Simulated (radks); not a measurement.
The numbers below are computed, except where a source is named.
Question: Level of theory: non-relativistic Kohn-Sham, LDA (Slater exchange, Perdew-Wang correlation), spin-polarised, spherical densities, point nucleus; open shells are filled with parallel spins first (spin-orbit coupling, left out, can overturn this in heavy ions) (a radial shooting solver on a logarithmic mesh with Libxc functionals). Response by self-consistent Sternheimer equations with the Hartree and adiabatic LDA kernel. For heavy and open-shell atoms this level of theory can miss by tens of per cent. Rank Zr3+, Al+, P+, Cr, K+, N, Zn3+ (NIST ground configurations) by static dipole polarisability, largest first.

Answer: Cr 68.31, Al+ 23.48, P+ 14.39, N 8.192, K+ 5.744, Zr3+ 5.517, Zn3+ 1.541 bohr^3.
